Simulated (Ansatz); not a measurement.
System: AlI2, charge 0, multiplicity 2. SMILES: [I][Al][I]
Coordinates optimised at B3LYP-D3(BJ)/def2-TZVP (Ansatz, an electronic-structure program):
```
Al
I 1 2.5134
I 1 2.5134 2 119.81
```
Charge 0, spin multiplicity 2.

Wanted: size of the dipole moment, in D. Conventions: no dispersion term unless named; no spin-orbit coupling; 6-31G* and kin with 6d, 5d where marked; open shells spin-unrestricted; def2 sets with scalar-relativistic core potentials past Kr; STO-3G and 3-21G all-electron and non-relativistic; LANL2DZ with its own core potentials from Na on. First-principles rows: single points at B3LYP-D3(BJ) geometries (Ansatz). The spin state of an ion or metal species was assumed, not searched.

| level | program | size of the dipole moment (D) |
|---|---|---|
| B3LYP/STO-3G | Ansatz | 3.49 |
| B3LYP/3-21G | Ansatz | 1.27 |
| B3LYP/LANL2DZ | Ansatz | 1.64 |
| B3LYP/def2-SVP | Ansatz | 1.23 |
| B3LYP/6-31G* with LANL2DZ past Ar | Ansatz | 1.59 |

No value to compare with is used here. The 5 habitual levels span 1.23 (B3LYP/def2-SVP) to 3.49 D (B3LYP/STO-3G).

The sets are all those run for this method; runs whose electronic state is in doubt are left out.
